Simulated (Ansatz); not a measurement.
Geometry optimisation, RKS r2SCAN-D4/def2-SVP in Ansatz.

Input file:

```yaml
crystal:
  periodic: [false, false, false]
  atoms:
    - { symbol: Si, position_ang: [0.478, 1.4412, 0.302] }
    - { symbol: O, position_ang: [0.4911, -0.165, 0.2467] }
    - { symbol: Si, position_ang: [-0.4694, -1.4107, -0.3029] }
    - { symbol: Cl, position_ang: [0.6589, -3.114, 0.1543] }
    - { symbol: H, position_ang: [0.335, 2.0028, -1.1109] }
    - { symbol: H, position_ang: [1.6492, 2.035, 0.9401] }
    - { symbol: H, position_ang: [-0.7423, 1.913, 1.0563] }
    - { symbol: H, position_ang: [0.95343, -0.86611, 0.77091] }
    - { symbol: H, position_ang: [-0.6124, -1.3243, -1.7172] }
basis:
  gaussian: { orbitals: def2-SVP }
hamiltonian:
  xc: r2scan
  dispersion: d4
relax:
  f_tol: 0.02
  max_steps: 50
```

Launched with:

```bash
$ ansatz run input.yaml --threads 2 --pin off --max-ram 3072MiB --backend cpu --events-out ev --progress --plain --runs-dir out
```

Q: Where does it end, and by what steps?

A: The run converged. After 38 steps the energy has fallen by 2.480 eV; H8 moved furthest, 1.81 Å.

```csv
step,energy less start (eV),largest force component (eV/Å),accepted
0,0.0000,7.718,yes
2,-2.2187,0.982,yes
4,-2.3720,0.657,yes
6,-2.4042,0.415,yes
8,-2.4179,0.155,yes
10,-2.4198,0.043,yes
12,-2.4204,0.027,yes
14,-2.4217,0.039,yes
16,-2.4230,0.075,yes
18,-2.4246,0.076,yes
20,-2.4258,0.064,yes
22,-2.4268,0.064,yes
24,-2.4281,0.081,yes
26,-2.4301,0.108,yes
28,-2.4464,0.286,yes
30,-2.4622,0.096,yes
32,-2.4709,0.116,yes
34,-2.4777,0.120,yes
36,-2.4796,0.044,yes
38,-2.4798,0.016,yes
```

```xyz
9
Properties=species:S:1:pos:R:3
Si 0.456 1.452 0.362
O 0.286 0.028 -0.610
Si -0.764 -1.477 0.270
Cl 1.119 -2.481 0.654
H 1.465 2.282 -0.350
H 0.924 1.080 1.720
H -0.881 2.086 0.371
H 1.106 -0.366 -0.964
H -0.971 -2.091 -1.114
```

Run time: 110 s on 2 threads of AMD EPYC 7R43 64-Core Processor (Zen 3), on a shared host, peak memory 0.16 GiB.
